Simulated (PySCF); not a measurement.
## Electron correlation in Xe⁺ (xenon, charge +1)

[Kr] 4d10 5s2 5p5, 2P determinant. Computed with PySCF 2.14 in cc-pVDZ-PP with ECP28MDF (4s3p2d, 23 functions), with scalar relativity through the core potential. Frozen: 4s2 4p6 4d10; 7 electrons correlated.

MP2 pair energies summed by pair of shells (mhartree):

```csv
pair,energy,share (%)
5p-5p,-54.07,69.0
5s-5p,-20.23,25.8
5s-5s,-4.05,5.2
```

Total MP2 correlation energy: -78.35 mhartree.

Same-spin part -20.28 and opposite-spin part -58.07 mhartree; SCS-MP2 scales them by 1/3 and 6/5 to -76.44 mhartree.

| level | correlation energy (mhartree) |
| --- | --- |
| CCSD | -90.58 |
| (T) | -0.72 |
| CCSD(T) | -91.30 |

Diagnostics: T1 = 0.0053, D1 = 0.0171, largest double amplitude 0.049.

Question: Is a single reference adequate?

Answer: Yes, within this model without spin-orbit coupling: T1 lies below 0.03 and no double amplitude reaches 0.07.
